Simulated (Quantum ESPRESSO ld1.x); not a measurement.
The numbers below are computed, except where a source is named.
Question: These are the eigenvalues of the occupied orbitals of an atom or ion with whole-number occupations (eV). Level of theory: Dirac Kohn-Sham, LDA (Slater exchange, VWN5 correlation), spin-unpolarised, spherical densities, point nucleus (ld1.x of Quantum ESPRESSO 7.5).

1s1/2: -61129.8
2s1/2: -10364.0
2p1/2: -9888.80
2p3/2: -8842.86
3s1/2: -2346.68
3p1/2: -2136.67
3p3/2: -1914.73
3d3/2: -1556.32
3d5/2: -1507.79
4s1/2: -472.822
4p1/2: -387.896
4p3/2: -337.454
4d3/2: -197.603
4d5/2: -188.424
5s1/2: -69.8938
5p1/2: -46.8552
5p3/2: -40.6567
4f5/2: -18.6862
4f7/2: -17.3631

Which element is it, and in what charge state? The configuration may be excited. Open shells, if any, fill j = l - 1/2 first.

Answer: Z = 70, ytterbium, charge +2: Yb2+ in [Xe] 4f14. The list shows which subshells hold electrons but not how many an open one holds; the 1s level, -2246.5 hartree, gives Z - s = 67.0 by -(Z - s)^2/2, which with screening and relativity narrows Z to a few neighbours, and the depths of the outer levels then fix element, charge and occupations together.
